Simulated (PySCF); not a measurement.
**EPR parameters of C8H9O**

Compound: C8H9O (doublet state).
Cartesian coordinates in Å at the GFN2-xTB level; atoms count from 1:
```xyz
18
C8H9O angstrom
O      3.5881   -0.1280   -0.7491
C      2.5162    0.1643   -0.2893
C      2.0847    1.5289    0.1209
C      0.8465    1.4607    0.5579
C      0.2093    0.1265    0.5243
C     -1.0085    0.0920   -0.3745
C     -2.3679    0.3787    0.1879
C     -2.0094   -1.0151   -0.2272
C      1.3602   -0.7753   -0.0099
H      2.7407    2.3737    0.0422
H     -0.0867   -0.1768    1.5329
H     -0.8058    0.4464   -1.3782
H     -2.4475    0.5921    1.2430
H     -3.0655    0.9346   -0.4191
H     -2.4613   -1.4195   -1.1198
H     -1.8472   -1.7498    0.5468
H      1.0746   -1.3030   -0.9207
H      1.6704   -1.5240    0.7203
```

The hyperfine couplings belong to this conformer and change with its torsions.

Identity: `O=C1C=[C][C@@H](C2CC2)C1` [radical].

Level of theory: UKS B3LYP, pcH-1 on C H O, non-relativistic, mean-field spin-orbit, GIAO in PySCF. The structure is a single GFN2-xTB conformer in the gas phase; no vibrational or solvent corrections. Couplings are sensitive to structure, and on GFN2-xTB geometries they can be far from those on DFT ones. The SCF solution wasn't tested for stability.

```json
{
  "g1, g2, g3": "2.00163, 2.00231, 2.00327",
  "g_iso": "2.00240",
  "Form of g": "rhombic: the two nearest values differ by 42 % of g3 − g1",
  "⟨S²⟩": "0.7585 (exact 0.7500)",
  "α and β electrons": "33, 32",
  "HOMO–LUMO gap, α and β orbitals": "5.05, 4.06 eV",
  "Total energy": "-385.38774 Eh"
}
```

Hyperfine couplings atom by atom, in MHz; T1 to T3 are the principal values of the dipolar part; ρ(0) is the spin density at the nucleus:

| atom | isotope | a_iso | T1 | T2 | T3 | Mulliken spin population | ρ(0) (bohr⁻³) |
| --- | --- | --- | --- | --- | --- | --- | --- |
| O1 | 17O | -2.3 | -19.2 | 5.3 | 13.9 | 0.02 | 0.0037 |
| C2 | 13C | 75.1 | -5.4 | -5.0 | 10.4 | 0.05 | 0.0668 |
| C3 | 13C | 6.5 | -19.7 | -1.2 | 20.8 | -0.09 | 0.0058 |
| C4 | 13C | 396.4 | -75.7 | -56.9 | 132.6 | 0.95 | 0.3526 |
| C5 | 13C | 26.7 | -7.7 | -7.3 | 14.9 | -0.02 | 0.0237 |
| C6 | 13C | 7.5 | -1.3 | -0.9 | 2.3 | 0.00 | 0.0066 |
| C7 | 13C | -0.8 | -0.5 | -0.3 | 0.7 | 0.00 | -0.0007 |
| C8 | 13C | -0.9 | -0.4 | -0.1 | 0.5 | 0.00 | -0.0008 |
| C9 | 13C | 11.6 | -7.8 | -5.8 | 13.6 | 0.06 | 0.0103 |
| H10 | 1H | 42.0 | -6.5 | -4.8 | 11.3 | 0.02 | 0.0094 |
| H11 | 1H | 13.7 | -7.3 | -5.1 | 12.4 | 0.00 | 0.0031 |
| H12 | 1H | -0.7 | -3.4 | -2.5 | 5.9 | 0.00 | -0.0001 |
| H13 | 1H | 0.1 | -2.0 | -1.8 | 3.7 | 0.00 | 0.0000 |
| H14 | 1H | 0.7 | -1.2 | -1.1 | 2.3 | 0.00 | 0.0002 |
| H15 | 1H | -0.3 | -0.8 | -0.7 | 1.4 | 0.00 | -0.0001 |
| H16 | 1H | -0.1 | -1.1 | -0.9 | 2.0 | 0.00 | 0.0000 |
| H17 | 1H | 1.6 | -4.1 | -1.3 | 5.4 | 0.00 | 0.0004 |
| H18 | 1H | -0.6 | -4.0 | -1.4 | 5.4 | 0.00 | -0.0001 |

The largest Mulliken spin populations are on C4 (+0.95), C3 (-0.09) and C9 (+0.06). No atom but C4 exceeds +0.15. The positive populations add up to 1.11 and the negative ones to -0.11, together 2S = 1.

Axes: g2 points within 8° of the C3–C4 bond.

Under fast tumbling the dipolar parts average out, and these isotropic splittings remain: 1 × 1H (H10, I = 1/2, 2 lines) with 1.50 mT, 1 × 1H (H11, I = 1/2, 2 lines) with 0.49 mT and 1 × 1H (H17, I = 1/2, 2 lines) with 0.06 mT.

The 13C coupling of C4 (396.4 MHz) shows only in satellite lines or after enrichment, since that isotope makes up about 1.07 % of natural carbon.
